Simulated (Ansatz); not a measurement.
Ideal-gas functions of `[GaH2][Te][GeH3]` at 800 K and 1 bar, from an Ansatz frequency run at PBE0-D4/def2-TZVP.

Molar mass 274.97 g/mol, point group Cs (symmetry number 1), electronic degeneracy 1, moments of inertia 211.888, 530.566, 736.121 u Å². Harmonic wavenumbers (cm⁻¹, unscaled): 29, 78, 204, 236, 243, 434, 515, 520, 567, 717, 804, 869, 879, 1978, 1995, 2150, 2159, 2166.

Use S(trans) = R[1.5 ln M + 2.5 ln T − 1.1517]; rotational temperatures θ = 24.2544 K / I; S(rot) = R[ln(√π/σ · √(T³/θAθBθC)) + 1.5]; for each mode x = 1.438777 ν̃/T, S = R[x/(eˣ − 1) − ln(1 − e⁻ˣ)] and H = RT x/(eˣ − 1); 1 cm⁻¹ = 0.0119627 kJ/mol; R = 8.31446 J/(mol·K).

Problem. By hand: the entropy, in J/(mol·K).

Solution. Translation 199.4. Rotation: θ = 0.1145, 0.0457, 0.0329 K, giving 136.6. Vibration, mode by mode: 32.87, 24.65, 16.70, 15.50, 15.26, 10.58, 9.24, 9.17, 8.50, 6.75, 5.94, 5.40, 5.32, 1.11, 1.08, 0.86, 0.85, 0.84, in all 170.6. Electronic 0.0. Sum 506.6 J/(mol·K).

Problem. By hand: H − E and G − E in kJ/mol, counted from the electronic energy.

Solution. Zero-point energy ½ × 16543 × 0.0119627 = 98.9; thermal vibration 59.8; translation, rotation and pV give 4 RT = 26.6. H − E = 185.3 kJ/mol, and G − E = 185.3 − 800 × 506.6/1000 = -220.0 kJ/mol.

Vibration gives 34 % of the entropy, 57.5 J/(mol·K) of it from the modes under 150 cm⁻¹: soft modes count most, and the harmonic formula is weakest for them.
